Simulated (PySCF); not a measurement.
A survey of 29Si NMR shifts

PySCF 2.14.0 with density-fitted response routines calculation with geometry from GFN2-xTB and NMR shieldings at PBE0/pcSseg-1/GIAO; non-relativistic Hamiltonian, one conformer, one averaged value for each set of equivalent atoms, isolated molecule.

Shieldings were converted by a linear fit to measured shifts: 29Si: δ = 279.94 − 0.822σ (rms 8.9 ppm, 72 shifts, 25.8 ppm with the 6 outliers that the fit left out vs TMS, solution or neat liquid). A few per cent of atoms miss by over 2 rms, more outside the fitted compound classes.

Problem. Give the 29Si shifts of `C=C[Si@](N)(C#CC)[SiH2]O`, `CN(Cc1cccs1)[SiH2]S`, `C/C=C\[Si@@H]1N[SiH2]CC1=O`, `N#CC1(C[SiH2]O[SiH3])CC1`, `OC/P=P\C[SiH3]`, `CC(=O)N[Si@H]1C=CC[SiH2]1`, `CCN[SiH2][SiH2]P`, `C=C(C)CO[Si@@H]([SiH3])C#N`, `C=C[SiH2]C[C@@H](C#N)O[SiH3]`.

Solution. 
```tsv
compound	environment	δ (ppm)
[CH2:1]=[CH:2][Si@:3]([NH2:4])([C:5]#[C:6][CH3:7])[SiH2:8][OH:9]	Si8: silicon bonded to O, Si, 2 H	-34.6
[CH2:1]=[CH:2][Si@:3]([NH2:4])([C:5]#[C:6][CH3:7])[SiH2:8][OH:9]	Si3: silicon bonded to 2 C, N, Si	-48.2
CN(Cc1cccs1)[SiH2]S	silicon bonded to N, S, 2 H	-33.0
[CH3:1]/[CH:2]=[CH:3]\[Si@@H:4]1[NH:5][SiH2:6][CH2:7][C:8]1=[O:9]	Si6: silicon bonded to C, N, 2 H, in a 5-membered ring	-33.8
[CH3:1]/[CH:2]=[CH:3]\[Si@@H:4]1[NH:5][SiH2:6][CH2:7][C:8]1=[O:9]	Si4: silicon bonded to 2 C, N, H, in a 5-membered ring	-50.0
[N:1]#[C:2][C:3]1([CH2:4][SiH2:5][O:6][SiH3:7])[CH2:8][CH2:9]1	Si5: silicon bonded to C, O, 2 H	-29.3
[N:1]#[C:2][C:3]1([CH2:4][SiH2:5][O:6][SiH3:7])[CH2:8][CH2:9]1	Si7: silicon bonded to O, 3 H	-42.6
OC/P=P\C[SiH3]	silicon bonded to C, 3 H	-61.3
[CH3:1][C:2](=[O:3])[NH:4][Si@H:5]1[CH:6]=[CH:7][CH2:8][SiH2:9]1	Si5: silicon bonded to C, N, Si, H, in a 5-membered ring	-34.4
[CH3:1][C:2](=[O:3])[NH:4][Si@H:5]1[CH:6]=[CH:7][CH2:8][SiH2:9]1	Si9: silicon bonded to C, Si, 2 H, in a 5-membered ring	-72.3
[CH3:1][CH2:2][NH:3][SiH2:4][SiH2:5][PH2:6]	Si4: silicon bonded to N, Si, 2 H	-49.3
[CH3:1][CH2:2][NH:3][SiH2:4][SiH2:5][PH2:6]	Si5: silicon bonded to P, Si, 2 H	-89.2
[CH2:1]=[C:2]([CH3:3])[CH2:4][O:5][Si@@H:6]([SiH3:7])[C:8]#[N:9]	Si6: silicon bonded to C, O, Si, H	-41.2
[CH2:1]=[C:2]([CH3:3])[CH2:4][O:5][Si@@H:6]([SiH3:7])[C:8]#[N:9]	Si7: silicon bonded to Si, 3 H	-101.3
[CH2:1]=[CH:2][SiH2:3][CH2:4][C@@H:5]([C:6]#[N:7])[O:8][SiH3:9]	Si9: silicon bonded to O, 3 H	-38.8
[CH2:1]=[CH:2][SiH2:3][CH2:4][C@@H:5]([C:6]#[N:7])[O:8][SiH3:9]	Si3: silicon bonded to 2 C, 2 H	-50.6
```
